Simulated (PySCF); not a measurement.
Vertical excitations of a molecule C5H7BO from TDA-PBE/def2-SVPD in PySCF, as energy in eV (oscillator strength): 4.60 (0.002), 5.38 (0.002), 5.60 (0.010), 5.64 (0.039), 6.42 (0.042), 6.51 (0.003), 6.54 (0.114), 6.58 (0.128), 6.81 (0.015), 7.00 (0.015). Lowest triplet (TDA): 4.25 eV. Geometry: PBE0-D3(BJ)/def2-SVP. Other conformers were not sampled.

Question: Pick the molecule that these values belong to.
A) C=C=C1CB(O)C1
B) C=C1CB(C=O)C1
C) C#CB1OC[C@@H]1C
D) C=CB1OCC1=C

Answer: C, C#CB1OC[C@@H]1C
